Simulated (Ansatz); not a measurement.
System: C₄H₁₂W, charge 0, multiplicity 3. The spin state was set by rule; other spins were not relaxed. 
Coordinates optimised at B3LYP-D3(BJ)/def2-TZVP (Ansatz, an electronic-structure program):
```xyz
17

W      0.0000     0.0000     0.0000
C      1.7583    -0.3770    -1.1173
H      2.3316    -1.2076    -0.6861
H      2.4116     0.5045    -1.1379
H      1.5194    -0.6399    -2.1558
C      0.5220     0.5007     1.9897
H     -0.3709     0.7022     2.5952
H      1.1552     1.3967     2.0200
H      1.0752    -0.3154     2.4718
C     -1.0621     1.6078    -0.8768
H     -1.9810     1.8275    -0.3183
H     -1.3472     1.3775    -1.9113
H     -0.4550     2.5219    -0.8935
C     -1.2182    -1.7315     0.0045
H     -1.5058    -2.0166    -1.0156
H     -2.1396    -1.5666     0.5774
H     -0.6936    -2.5842     0.4541
```
Charge 0, spin multiplicity 3.

Total electronic energies in hartree. Correlated levels leave the core frozen unless marked. Open shells are spin-unrestricted. Spin-orbit coupling is left out. Frozen are the shells of the preceding noble gas and the d and f shells that filled before the atom's block. Past Kr the def2 sets carry scalar-relativistic core potentials. Basis-set limits of correlation are two-point, X^-3; Hartree-Fock from the larger set. [CCSD(T)-MP2]/basis is that difference in the basis named.

```
level                                                              program  energy (Eh)
----------------------------------------------------------  --------------  -----------
HF/def2-TZVPP                                                       Ansatz   -224.87698
SVWN5/def2-TZVPD                                                    Ansatz   -225.09300
PBE/def2-TZVPD                                                      Ansatz   -226.55827
PBE-D4/def2-TZVPD                                           Ansatz + dftd4   -226.57140
revPBE-D3(BJ)/def2-TZVPD                                    Ansatz + dftd3   -226.81547
B97M-V/def2-TZVPD                                                   Ansatz   -226.75605
PBE0/def2-SVP                                                       Ansatz   -226.35061
PBE0-D3(BJ)/def2-TZVP                                       Ansatz + dftd3   -226.55270
PBE0/def2-TZVPD                                                     Ansatz   -226.54087
BHLYP-D4/def2-TZVPD                                         Ansatz + dftd4   -226.52568
r2SCANh-D4/def2-TZVPD                                       Ansatz + dftd4   -226.66856
CAM-B3LYP/def2-TZVPD                                                Ansatz   -226.59680
LC-wPBE/def2-TZVPD                                                  Ansatz   -226.67275
wB97X-V/def2-TZVPD                                                  Ansatz   -226.66524
B2GP-PLYP-D3(BJ)/def2-TZVPD                                 Ansatz + dftd3   -226.30493
B2PLYP-D3(BJ)/def2-TZVPD                                    Ansatz + dftd3   -226.39172
PBE-QIDH/def2-TZVPD                                                 Ansatz   -226.31231
RI-MP2/def2-QZVPP                                                   Ansatz   -225.86448
SCS-MP2/def2-TZVPP                                                  Ansatz   -225.79676
CCSD/def2-TZVPP                                                     Ansatz   -225.85915
CCSD(T)/def2-TZVPP                                                  Ansatz   -225.90231
RI-MP2/CBS(def2-TZVPP,def2-QZVPP)+[CCSD(T)-MP2]/def2-SVP            Ansatz    -226.0032
RI-MP2/CBS(def2-TZVPP,def2-QZVPP)+[CCSD(T)-MP2]/def2-TZVPP          Ansatz    -226.0052
```

Totals of different functionals don't rank their quality; only differences between species are comparable.
